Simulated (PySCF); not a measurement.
# Computed spin Hamiltonian

C5H7FN (doublet state).
Structure used (GFN2-xTB), in Å, numbered top down from 1:
```xyz
14
C5H7FN angstrom
C      2.0063    0.4489   -0.2822
C      1.0101   -0.6362   -0.3359
C     -0.4127   -0.3786   -0.6098
F     -1.0051   -1.4990   -1.1596
C     -1.2012   -0.0303    0.6916
C     -2.5190    0.4597    0.3874
N     -3.5546    0.8627    0.1196
H      2.8080    0.2728   -1.0060
H      2.4905    0.4953    0.6984
H      1.5538    1.4146   -0.4973
H      1.3051   -1.6468   -0.1163
H     -0.5497    0.4350   -1.3381
H     -0.6525    0.7349    1.2446
H     -1.2797   -0.9335    1.3015
```

The hyperfine couplings belong to this conformer and change with its torsions.

The species is `C[CH][C@@H](F)CC#N` [radical].

Level of theory: UKS B3LYP, pcH-1 on C F H N, non-relativistic, mean-field spin-orbit, GIAO (PySCF 2.14.0). The structure is a single GFN2-xTB conformer in the gas phase; no vibrational or solvent corrections. Couplings are sensitive to structure, and on GFN2-xTB geometries they can be far from those on DFT ones. Stability of the SCF solution: not tested.

```
g1, g2, g3                      : 2.00211, 2.00261, 2.00278
g_iso                           : 2.00250
Form of g                       : rhombic: the two nearest values differ by 26 % of g3 − g1
⟨S²⟩                            : 0.7538 (exact 0.7500)
α and β electrons               : 27, 26
HOMO–LUMO gap, α and β orbitals : 6.48, 6.84 eV
Total energy                    : -349.28879 Eh
```

Hyperfine couplings atom by atom, in G; T1 to T3 are the principal values of the dipolar part (MHz turned into gauss with g_iso; 10 G = 1 mT):

| atom | isotope | a_iso | T1 | T2 | T3 | Mulliken spin population |
| --- | --- | --- | --- | --- | --- | --- |
| C1 | 13C | -12.0 | -1.0 | 0.4 | 0.6 | -0.08 |
| C2 | 13C | 32.5 | -29.0 | -28.8 | 57.8 | 1.02 |
| C3 | 13C | -13.2 | -0.7 | -0.2 | 0.9 | -0.07 |
| F4 | 19F | 19.3 | -10.1 | -8.1 | 18.2 | 0.01 |
| C5 | 13C | 30.3 | -1.7 | -1.5 | 3.2 | 0.04 |
| C6 | 13C | 3.9 | -0.4 | -0.3 | 0.8 | 0.01 |
| N7 | 14N | 0.2 | -0.2 | -0.1 | 0.3 | 0.01 |
| H8 | 1H | 44.1 | -2.0 | -1.3 | 3.3 | 0.05 |
| H9 | 1H | 39.8 | -1.9 | -1.3 | 3.2 | 0.04 |
| H10 | 1H | 1.0 | -1.6 | -1.4 | 3.0 | 0.00 |
| H11 | 1H | -22.4 | -13.7 | -0.2 | 13.9 | -0.04 |
| H12 | 1H | 19.5 | -2.1 | -1.4 | 3.4 | 0.02 |
| H13 | 1H | 0.6 | -2.0 | -0.7 | 2.7 | 0.00 |
| H14 | 1H | -1.4 | -1.7 | -0.7 | 2.4 | 0.00 |

The largest Mulliken spin populations are on C2 (+1.02), C1 (-0.08) and C3 (-0.07). No atom but C2 exceeds +0.15. The positive populations add up to 1.20 and the negative ones to -0.20, together 2S = 1. The angles at C2 add up to 359.9°, so it is planar; its axial dipolar tensor and the negative coupling of its proton fit spin in a p orbital normal to that plane.

Axes: g3 points within 9° of the C2–C3 bond.

Under fast tumbling the dipolar parts average out, and these isotropic splittings remain: 3 × 1H (H8/H9/H10, I = 1/2, 4 lines) with 2.83 mT, 1 × 1H (H11, I = 1/2, 2 lines) with 2.24 mT, 1 × 1H (H12, I = 1/2, 2 lines) with 1.95 mT, 1 × 19F (F4, I = 1/2, 2 lines) with 1.93 mT, 1 × 1H (H14, I = 1/2, 2 lines) with 0.14 mT and 1 × 1H (H13, I = 1/2, 2 lines) with 0.06 mT.

Class means assume fast exchange of nuclei equivalent by connectivity; if that motion is slow, each nucleus keeps its own coupling. The three 1H nuclei of mean +79.3 MHz run from 2.9 to 123.6 MHz in the frozen geometry.

The 13C coupling of C2 (91.2 MHz) shows only in satellite lines or after enrichment, since that isotope makes up about 1.07 % of natural carbon.

The spin density at the nucleus, in bohr⁻³, is negative for C3 (-0.0330), C1 (-0.0300) and H11 (-0.0141), for instance. A restricted open-shell determinant has no negative spin density anywhere; here it arises because α and β orbitals differ (spin polarisation).
